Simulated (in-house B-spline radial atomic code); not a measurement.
Stripping niobium of all its electrons. The total binding energy is the sum of the 41 successive ionisation energies. Configuration: [Kr] (4d3/2)4 5s1. Method: Dirac-Hartree-Fock, average of the jj configuration, Fermi nucleus of rms radius 4.324 fm. Calculated with a radial B-spline atomic code at the basis-set limit.

Dirac-Coulomb total energy: -3818.1789 hartree. First-order corrections (hartree): Breit 2.219, self-energy 1.663, vacuum polarisation -0.1844, recoil 0.0159.

Task: What total binding energy follows, and how does it compare with the sum of NIST's ionisation energies?

Result: 103797 eV from the corrected total, against 103830 ± 36 eV from NIST's table (measured, semi-empirical and theoretical entries, uncertainties added in quadrature). The difference, +33 eV, is within about twice the table's uncertainty, so it can't show the correlation energy.

Task: What share of the binding belongs to the last two electrons?

Result: 44 % by NIST's values (46036.9 eV).
